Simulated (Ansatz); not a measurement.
Reaction R1 + R2 → P1 + P2, each structure at its B3LYP-D3(BJ)/def2-TZVP stationary point, reached from a drawn start (curvature not checked).
R1, H4Sn (SMILES [SnH4]) (charge 0, multiplicity 1):
| atom | x (Å) | y (Å) | z (Å) |
|---|---|---|---|
| Sn | 0.0000 | 0.0000 | 0.0000 |
| H | 0.9864 | 0.9864 | 0.9864 |
| H | 0.9864 | -0.9864 | -0.9864 |
| H | -0.9864 | 0.9864 | -0.9864 |
| H | -0.9864 | -0.9864 | 0.9864 |
P1, H3Sn (SMILES [SnH3]) (charge 0, multiplicity 2):
```xyz
4

Sn     0.00001     0.00000    -0.43867
H      1.62130     0.00000     0.14619
H     -0.81065     1.40408     0.14619
H     -0.81065    -1.40408     0.14619
```
R2: H atom, charge 0, multiplicity 2.
P2: H2 (SMILES [H][H]), charge 0, multiplicity 1.

P less R. No zero-point or thermal terms; singlets are restricted closed shells; open shells are unrestricted; no spin–orbit coupling.

Cores are frozen in the correlated methods. In cc and def2 sets filled d and f shells under p-block atoms count as core.

Run with Ansatz (Gaussian basis) for Hartree–Fock, density functionals and correlated methods. Each number belongs to the level named beside it. Elements past Kr take the def2 small-core potentials, without spin–orbit coupling.

Total energies in hartree:

| structure | PBE/def2-TZVPPD | PBE0/def2-TZVPPD | CCSD(T)/def2-QZVPPD |
|---|---|---|---|
| R1 | -216.648722 | -216.665455 | -215.813593 |
| P1 | -216.027812 | -216.042070 | -215.187547 |
| R2 | -0.499616 | -0.501036 | -0.499983 |
| P2 | -1.166125 | -1.168497 | -1.173881 |

Problem. Work out the reaction energy at each level in eV (1 hartree = 27.21139 eV), and say how far PBE/def2-TZVPPD lies from CCSD(T)/def2-QZVPPD.

Solution. 
- PBE/def2-TZVPPD: (-216.027812) + (-1.166125) − (-216.648722) − (-0.499616) = -0.045599 hartree = -1.241 eV
- PBE0/def2-TZVPPD: (-216.042070) + (-1.168497) − (-216.665455) − (-0.501036) = -0.044076 hartree = -1.199 eV
- CCSD(T)/def2-QZVPPD: (-215.187547) + (-1.173881) − (-215.813593) − (-0.499983) = -0.047852 hartree = -1.302 eV
PBE/def2-TZVPPD less CCSD(T)/def2-QZVPPD: 0.061 eV. CCSD(T)/def2-QZVPPD is the level counted from, the highest shown, and no exact or measured value.

Ansatz is a first-principles code.
